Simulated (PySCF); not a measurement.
Two species compared at the same levels of theory.

First species: C4H7F3S.
SMILES: `CCSCC(F)(F)F`

Second species: C5H7NO2.
InChI=1S/C5H7NO2/c1-8-5(4-6)2-3-7/h3,5H,2H2,1H3/t5-/m0/s1

Levels: PBE0/def2-SVPD for dipole moment, HOMO energy, LUMO energy, HOMO–LUMO gap, static isotropic polarisability and electronic spatial extent ⟨r²⟩ about the centre of nuclear charge; TDDFT PBE0/def2-SVPD for lowest singlet excitation; TDA PBE0/def2-SVPD for lowest triplet excitation (Tamm–Dancoff); GFN2-xTB for rotational constant A and rotational constant C. Geometries: GFN2-xTB. Each species is one conformer at its optimised geometry, gas phase, non-relativistic unless stated; the electronic structure was computed with PySCF and density fitting.

The conformers computed, where there is a choice (atom-mapped SMILES and torsion angles):
- `[CH3:1][CH2:2][S:3][CH2:4][C:5]([F:6])([F:7])[F:8]`: C1–C2–S3–C4 60°, C2–S3–C4–C5 65°, S3–C4–C5–F6 44°
- `[CH3:1][O:2][C@H:3]([C:4]#[N:5])[CH2:6][CH:7]=[O:8]`: C1–O2–C3–C4 -66°, O2–C3–C6–C7 -160°, C3–C6–C7–O8 7°

| property | column X | column Y |
| --- | --- | --- |
| dipole moment | 4.00 D | 2.11 D |
| HOMO energy | -8.13 eV | -6.88 eV |
| LUMO energy | -1.28 eV | 0.38 eV |
| HOMO–LUMO gap | 6.85 eV | 7.26 eV |
| lowest singlet excitation | 4.42 eV | 5.65 eV |
| lowest triplet excitation (Tamm–Dancoff) | 3.77 eV | 5.12 eV |
| static isotropic polarisability | 69.7 au | 72.4 au |
| electronic spatial extent ⟨r²⟩ about the centre of nuclear charge | 1062 bohr² | 1213 bohr² |
| rotational constant A | 3.075 GHz | 2.730 GHz |
| rotational constant C | 1.131 GHz | 0.988 GHz |

**Question.** Which column belongs to which species?

**Answer.** Column X is the second species and column Y the first. The first has 15 atoms and 74 electrons, the second 15 and 60.

**Question.** How does each property change from the first species to the second?

**Answer.** dipole moment +1.89 D; HOMO energy -1.25 eV; LUMO energy -1.66 eV; HOMO–LUMO gap -0.41 eV; lowest singlet excitation -1.23 eV; lowest triplet excitation (Tamm–Dancoff) -1.35 eV; static isotropic polarisability -2.7 au; electronic spatial extent ⟨r²⟩ about the centre of nuclear charge -151 bohr²; rotational constant A +0.345 GHz; rotational constant C +0.143 GHz.

On the first: No computed singlet falls in the visible range (750 to 380 nm, 1.65 to 3.26 eV); S1 lies 2.39 eV above its blue end. A dipole of 2.11 D is allowed in C1, and pure rotational transitions are dipole-allowed.

On the second: The dipole equals about 13.3 × 10⁻³⁰ C·m (1 D = 3.33564 × 10⁻³⁰ C·m). The polarisability is 10.33 Å³ as a volume (1 au = 0.148185 Å³), or 1.16 au for each of the 60 electrons.
